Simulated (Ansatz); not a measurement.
Stepwise reaction of `[OH][W]([OH])([OH])([OH])([Cl])[Cl]` with hydrogen chloride, as a gas-phase model of exchange steps in deposition or etching. ΔE in kJ/mol; ΔG adds harmonic PBE0-D4 terms to CCSD(T)/CBS, at 1 bar.

Isolated molecules relaxed with PBE0-D4/def2-TZVP in Ansatz; ΔE leaves out vibrations. CBS: MP2 limit from def2 TZ/QZ plus the TZ coupled-cluster correction, frozen cores. This one scheme is used for every species. Functionals use def2-TZVPP. B3LYP here is the variant with VWN-RPA as its local correlation; programs differ in this. def2 core potentials past Kr. For W outer-core shells are correlated without core-valence functions, which leaves a few kJ/mol of doubt a bond. One conformer a species, not always the lowest.

```json
{"step": "2", "reaction": "`[OH][W]([OH])([OH])([Cl])([Cl])[Cl]` + HCl → `[OH][W]([OH])([Cl])([Cl])([Cl])[Cl]` + H₂O", "PBE-D4": "-2.5", "B3LYP-D4": "2.2", "ωB97M-V": "10.4", "CCSD(T)/CBS": "1.3", "ΔG(600 K)": "8.5"}
{"step": "3", "reaction": "`[OH][W]([OH])([Cl])([Cl])([Cl])[Cl]` + HCl → `[OH][W]([Cl])([Cl])([Cl])([Cl])[Cl]` + H₂O", "PBE-D4": "12.6", "B3LYP-D4": "19.0", "ωB97M-V": "26.3", "CCSD(T)/CBS": "17.6", "ΔG(600 K)": "15.4"}
{"step": "4", "reaction": "`[OH][W]([Cl])([Cl])([Cl])([Cl])[Cl]` + HCl → `[Cl][W]([Cl])([Cl])([Cl])([Cl])[Cl]` + H₂O", "PBE-D4": "-2.0", "B3LYP-D4": "4.5", "ωB97M-V": "15.0", "CCSD(T)/CBS": "4.1", "ΔG(600 K)": "27.1"}
```

Task: Give the row of step 1, `[OH][W]([OH])([OH])([OH])([Cl])[Cl]` + HCl → `[OH][W]([OH])([OH])([Cl])([Cl])[Cl]` + H₂O. (An estimate is asked.)

Result: Computed: 
```
step                                                                                   reaction  PBE-D4  B3LYP-D4  ωB97M-V  CCSD(T)/CBS  ΔG(600 K)
   1  `[OH][W]([OH])([OH])([OH])([Cl])[Cl]` + HCl → `[OH][W]([OH])([OH])([Cl])([Cl])[Cl]` + H₂O    -4.7      -1.1      6.1         -1.0        0.1
```

Task: By hand: ΔE of the 4 steps together at CCSD(T)/CBS.

Result: (-1.0) + (1.3) + (17.6) + (4.1) = 22.0 kJ/mol, or 5.5 kJ/mol a step.

In ΔE step 1 is the lowest and step 3 the highest. ΔG lies between 0.1 and 27.1 kJ/mol a step. PBE-D4 differs from CCSD(T)/CBS by -6.1 to -3.7 kJ/mol a step. Isolated molecules leave out the surface, adducts and barriers. Largest T1 diagnostic: 0.024.
